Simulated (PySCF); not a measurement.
SCF from a fresh guess for singlet TiH₄, at the BP86 minimum. PySCF input:

```python
from pyscf import gto, scf, dft
mol = gto.M(atom='''
Ti     0.000000    -0.000000    -0.000000
H      1.395630    -0.000067     0.986860
H     -1.395630    -0.000000     0.986860
H      0.000033     1.395664    -0.986812
H     -0.000033    -1.395597    -0.986907''',
    basis={'Ti': 'def2-TZVP', 'H': 'def2-TZVP'},
    charge=0, spin=0)
mf = dft.RKS(mol, xc='PBE')
mf.grids.atom_grid = (50, 194)
aux = {'Ti': 'def2-universal-JKFIT', 'H': 'def2-universal-JKFIT'}
mf = mf.density_fit(auxbasis=aux)
mf.conv_tol = 1e-08
mf.diis_space = 10
mf.max_cycle = 60
mf.init_guess = 'minao'
mf.verbose = 4
mf.kernel()
```

Excerpt of the output (cycles and frontier levels):

```
init E= -851.133203178487
  HOMO = -0.32501259949369  LUMO = -0.195752364105709  gap/eV = 3.51735
cycle= 1 E= -851.482763778423  delta_E= -0.35  |g|= 0.322  |ddm|= 1.85
  HOMO = -0.302011887247778  LUMO = -0.243244117848258  gap/eV = 1.59915
cycle= 2 E= -850.823798698598  delta_E= 0.659  |g|= 1.86  |ddm|= 0.934
  HOMO = -0.25667382494848  LUMO = -0.147628556063863  gap/eV = 2.96727
cycle= 3 E= -851.508385045173  delta_E= -0.685  |g|= 0.0466  |ddm|= 0.829
  HOMO = -0.274568827773405  LUMO = -0.161566161658477  gap/eV = 3.07496
cycle= 4 E= -851.509189825285  delta_E= -0.000805  |g|= 0.00882  |ddm|= 0.0737
  HOMO = -0.272736781352969  LUMO = -0.159403276047248  gap/eV = 3.08396
cycle= 5 E= -851.509207815561  delta_E= -1.8e-05  |g|= 0.00323  |ddm|= 0.0111
  HOMO = -0.27283472175448  LUMO = -0.159676623224895  gap/eV = 3.07919
cycle= 6 E= -851.509210400297  delta_E= -2.58e-06  |g|= 0.000636  |ddm|= 0.0024
  HOMO = -0.272800339061633  LUMO = -0.159614014478999  gap/eV = 3.07996
cycle= 7 E= -851.509210509442  delta_E= -1.09e-07  |g|= 5.24e-06  |ddm|= 0.000452
  HOMO = -0.272800256135057  LUMO = -0.159614149228572  gap/eV = 3.07995
cycle= 8 E= -851.509210509443  delta_E= -6.82e-13  |g|= 6e-07  |ddm|= 3.59e-06
  HOMO = -0.272800398406268  LUMO = -0.159614449728328  gap/eV = 3.07995
Extra cycle  E= -851.509210509444  delta_E= -1.14e-12  |g|= 3.16e-06  |ddm|= 2.29e-06
converged SCF energy = -851.509210509444
```

No lower solution of this spin was found by a stability analysis within the restricted form, which does not test spin polarisation.

The search for the lowest solution, with the stability check, took 2.6 s on 2 threads of a shared Arm Neoverse V1 host, with 69 basis functions; the process peaked at 0.32 GiB.
